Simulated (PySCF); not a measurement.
Match the calculated data to a structure.

All candidates are C4H5N3S.

| technique | computed result |
| --- | --- |
| Dipole | 1.64 D [PBE0/pcSseg-1] |
| NMR, other nuclei | isotropic shieldings of nuclei other than C and H, by class: -252 (1 N), -170 (1 N), -75 (1 N), -170 (1 S) ppm [GIAO PBE0/pcSseg-1] |
| 13C NMR | chemical shifts (computed TMS as zero) by class: 182.5 (1 C), 14.8 (1 C), 14.2 (2 C) ppm [GIAO PBE0/pcSseg-1] |
| 1H NMR | chemical shifts (computed TMS as zero) by class: 2.87 (1 H), 1.68 (2 H), 1.40 (2 H) ppm [GIAO PBE0/pcSseg-1] |
| Rotational structure | rotational constants A, B, C: 5.816, 1.151, 1.039 GHz [GFN2-xTB] |

Gas-phase values; electronic properties from PySCF, density fitting. Levels stand in brackets. Geometry: GFN2-xTB, one conformer, isolated molecule. NMR classes are plain means over equivalent atoms (diastereotopic ones count apart unless rotation or inversion swaps them), as if these changed places fast.

Problem. Which candidate is it?
A. `CSc1cncnn1`
B. `C1CC1c1nnsn1`
C. `CSc1cnncn1`

Solution. B. It is `C1CC1c1nnsn1`. Numbering: `[CH2:1]1[CH2:2][CH:3]1[c:4]1[n:5][n:6][s:7][n:8]1`. Its formula, C4H5N3S, gives 4 degrees of unsaturation: 2 rings and 2 π bonds in the structure found (Kekulé form). 4 carbons fall into 3 classes; from least to most shielded: substituted aromatic carbon [C4] (182.5 ppm), benzylic-type carbon [C3] (14.8 ppm), three-membered-ring carbon [C1/C2] (14.2 ppm, 2 C). Hydrogen classes from least to most shielded: 1 H on a benzylic-type carbon, C3 (2.87 ppm), 2 H on 2 three-membered-ring carbons, C1/C2 (1.68 ppm), 2 H on 2 three-membered-ring carbons, C1/C2 (1.40 ppm). The other shieldings belong to: -252 ppm, pyridine-type nitrogen [N6]; -170 ppm, pyridine-type nitrogen [N5]; -75 ppm, pyridine-type nitrogen [N8]; -170 ppm, ring sulfur [S7]. The optimised geometry has point group Cs and is an asymmetric top.

The others, at the same levels:
- `CSc1cnncn1` fails: it has 4 carbon classes against 3; its computed 13C shifts are 172.8 (1 C), 161.0 (1 C), 154.9 (1 C), 18.6 (1 C) ppm, 1H shifts are 9.51 (1 H), 9.50 (1 H), 2.55 (3 H) ppm and rotational constant A is 4.583 GHz (against 5.816 GHz).
- `CSc1cncnn1` fails: it has 4 carbon classes against 3; its computed 13C shifts are 172.4 (1 C), 158.6 (1 C), 151.8 (1 C), 19.4 (1 C) ppm, 1H shifts are 9.64 (1 H), 8.58 (1 H), 2.77 (3 H) ppm and rotational constant A is 4.495 GHz (against 5.816 GHz).

Each candidate is one conformer, not necessarily the lowest. Dipoles, sizes and rotational constants follow the conformer. The torsions of the flexible species, by atom-mapped SMILES:
- `[CH2:1]1[CH2:2][CH:3]1[c:4]1[n:5][n:6][s:7][n:8]1`: C2–C3–C4–N5 34°
- `[CH3:1][S:2][c:3]1[cH:4][n:5][n:6][cH:7][n:8]1`: C1–S2–C3–C4 180°
- `[CH3:1][S:2][c:3]1[cH:4][n:5][cH:6][n:7][n:8]1`: C1–S2–C3–C4 180°
